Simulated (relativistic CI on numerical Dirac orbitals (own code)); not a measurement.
**Sn XXXIX: what numerical and physical settings do to a radial Dirac CI calculation**

Reference input:

```
atom Sn  Z=50  charge=38  electrons=12
nucleus A=120  rms_radius_fm=4.6519
hamiltonian dirac-coulomb  breit=on  qed=on  c_scale=1
orbitals kli  potential=per-configuration
slater_scale 1
correlation none
mixing on
grid step=0.0125 r_max=3.2
scf mixing=0.4 start=green max_iterations=150 tolerance=2e-08 node_fill=0.05
configurations
  [Ne] 3s2
  [Ne] 3s 3p
end
```

Computed lowest total energy -4909.28822 Ha, first excitation 597558.3 cm⁻¹, 16 SCF steps. Runs with settings changed; * marks those that are bad on purpose (the QED terms keep the true α when c is scaled):

| Changed | Outcome | Lowest level | ΔE (Ha) | First excitation (cm⁻¹) | SCF steps | Message |
| --- | --- | --- | --- | --- | --- | --- |
| end of the grid at 9.6 bohr | converged | 3s2 1S_0 | 1.82e-12 | 597558.3 | 16 |  |
| Slater scale 0.6, nuclear radius 4.1867 fm, node fill of the KLI weights 0.2 | converged | 3s2 1S_0 | -0.0337 | 626223.5 | 16 |  |
| node fill of the KLI weights 0.01 | converged | 3s2 1S_0 | 0.00204 | 597523.3 | 16 |  |
| SCF mixing 0.7 | converged | 3s2 1S_0 | -1.59e-09 | 597558.3 | 16 |  |
| Slater scale 5 * | converged | 3s2 1S_0 | 0 | 312510.4 | 16 |  |
| speed of light × 0.4 * | converged | 3s2 1S_0 | -1400 | 1185656.2 | 20 |  |
